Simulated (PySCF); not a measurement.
**B: excitation energy**

B [He] 2s2 2p1 (2P) → B [He] 2s1 2p2 (4P), as a difference of total energies. All numbers are calculated (PySCF 2.14, the spin-free X2C one-electron Hamiltonian (Gaussian nucleus), in aug-cc-pCVTZ-DK (7s6p4d2f, 59 functions)). Correlated levels: valence and next inner shell: nothing frozen. The calculations carry no spin-orbit coupling.

```json
{"method": "UHF", "excitation energy (eV)": "2.202"}
{"method": "MP2 (valence and next inner shell)", "excitation energy (eV)": "3.129"}
{"method": "SCS-MP2 (valence and next inner shell)", "excitation energy (eV)": "3.508"}
{"method": "CCSD (valence and next inner shell)", "excitation energy (eV)": "3.528"}
{"method": "CCSD(T) (valence and next inner shell)", "excitation energy (eV)": "3.570"}
```

Problem. How much does correlation contribute at CCSD(T) (valence and next inner shell)?

Solution. 3.570 − (2.202) = 1.368 eV, measured against UHF.
